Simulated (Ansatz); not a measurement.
`[SiH3]C1CC1` → `C1CC1` + `[SiH2]` at 400 K and 1 bar (silylene formation by 1,1-elimination).

Program: Ansatz. Geometries: PBE0-D4/def2-TZVP. ΔE: electronic, gas phase. CBS: MP2 limit from def2 TZ/QZ plus the TZ coupled-cluster correction, frozen cores. This one scheme is used for every species.

```tsv
species	CCSD(T)/CBS energy (Eh)	H − E (kJ/mol)	S (J/(mol·K))
`[SiH3]C1CC1`	-408.01449	281.3	336.6
`C1CC1`	-117.73368	232.0	255.6
`[SiH2]`	-290.19011	44.2	218.1
```

H − E and S are ideal-gas, rigid-rotor, harmonic terms from PBE0-D4/def2-TZVP. 1 Eh = 2625.50 kJ/mol, R = 8.31446 J/(mol·K).

Problem. By hand: ΔE, ΔH, ΔS and ΔG.

Solution. ΔE = (-117.73368) + (-290.19011) − (-408.01449) = 0.09070 Eh = 238.1 kJ/mol. Δ(H − E) = 232.0 + 44.2 − 281.3 = -5.1, so ΔH = 233.0 kJ/mol. ΔS = 255.6 + 218.1 − 336.6 = 137.1 J/(mol·K). ΔG = 233.0 − 400 × (137.1)/1000 = 178.2 kJ/mol.

Problem. By hand: the equilibrium constant, and the temperature at which ΔG would vanish if ΔH and ΔS stayed fixed.

Solution. log₁₀ K = −ΔG/(RT ln 10) = -23.3. ΔG = 0 at ΔH/ΔS = 1699 K.

The number of gas molecules changes by +1, which sets the sign of ΔS. A doubt of 5 kJ/mol in ΔE shifts log₁₀ K by 0.7 here. These are equilibria of isolated gas molecules and say nothing of rates. Largest T1 diagnostic: 0.014 (customary marks: 0.02 for closed shells, 0.045 for open ones).
